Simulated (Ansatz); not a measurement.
Calculated with Ansatz (gas phase, PBE0-D4/def2-TZVP geometries, no zero-point term in ΔE). CBS: MP2 limit from def2 TZ/QZ plus the TZ coupled-cluster correction, frozen cores. This one scheme is used for every species. Functionals use def2-TZVPP. Each species was taken in one conformer, which may not be the lowest.

Reaction (cleavage of the Si–B bond): `B[SiH2]F` + `CBO` → `CBO[SiH2]F` + BH₃

`B[SiH2]F`:

Z-matrix (Å, degrees):
```
Si
F 1 1.607
B 1 2.000 2 113.6
H 1 1.490 2 107.3 3 -121.7
H 1 1.490 2 107.3 3 121.8
H 3 1.197 1 118.1 2 179.8
H 3 1.194 1 124.1 2 -0.2
```

`CBO`:

Cartesian coordinates in Å:
```
C -0.117 0.164 -0.986
B -0.156 -0.111 0.548
O 1.004 -0.131 1.251
H 0.892 0.324 -1.372
H -0.729 1.040 -1.228
H -0.574 -0.669 -1.531
H -1.193 -0.308 1.132
H 0.874 -0.309 2.186
```

`CBO[SiH2]F`:

Z-matrix (Å, degrees):
```
C
B 1 1.556
H 1 1.096 2 110.0
H 1 1.096 2 109.7 3 -115.1
H 1 1.091 2 113.8 3 122.6
O 2 1.363 1 120.6 3 -123.2
H 2 1.207 1 121.5 3 56.6
Si 6 1.637 2 131.8 1 -177.5
F 8 1.591 6 108.3 2 101.6
H 8 1.479 6 110.8 2 -16.6
H 8 1.475 6 108.1 2 -141.8
```

BH₃:

Z-matrix (Å, degrees):
```
B
H 1 1.193
H 1 1.193 2 120.0
H 1 1.193 2 120.0 3 180.0
```

| level | ΔE (eV) |
| --- | --- |
| ωB97X-V | -1.25 |
| r2SCAN | -1.22 |
| CCSD(T)/def2-TZVPP | -1.30 |
| HF/CBS(def2) | -1.54 |

(1) What does CCSD(T)/CBS give? (An estimate is asked.)

Largest T1 diagnostic among the species: 0.012.

## Answers

(1) Computed: -1.31 eV. The listed levels differ from it by 0.06, 0.09, 0.01, -0.23 eV.

The D4 term adds −0.04 eV with B3LYP and −0.02 eV with PBE0; it sums over pairs of atoms, weighted by their polarisabilities, and B3LYP, whose exchange is more repulsive, gets the larger term. In def2-TZVPP, CCSD(T) changes the Hartree–Fock value by +0.21 eV (the triples alone add +0.02 eV) and MP2 by +0.12 eV.

B3LYP here is the variant with VWN-RPA as its local correlation; programs differ in this.
